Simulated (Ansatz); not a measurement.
Mulliken charges of molybdenum dichloride dioxide from ωB97M-V/def2-TZVPP in Ansatz (PBE0-D4/def2-TZVP geometry).

```csv
atom,x (Å),y (Å),z (Å),charge (e)
O1,0.178,-0.217,1.700,-0.435
Mo2,0.078,-0.077,0.046,1.333
O3,1.234,-1.087,-0.592,-0.435
Cl4,-1.953,-0.732,-0.641,-0.231
Cl5,0.513,2.039,-0.555,-0.231
```

Problem. By hand: the dipole of these point charges (1 e Å = 4.8032 D).

Solution. Σ q r = (-0.178, 0.163, -0.144) e Å, of length 0.281 e Å = 1.35 D.

Problem. How does the dipole of the full density compare? (An estimate is asked.)

Solution. The calculation gave: (-0.153, 0.140, -0.123) e Å, 1.16 D; the point charges give 1.16 times that, at 0° from its direction.

Point charges leave out the atoms' own dipoles, such as those of lone pairs, and Mulliken's split depends on the basis, so the two needn't agree.
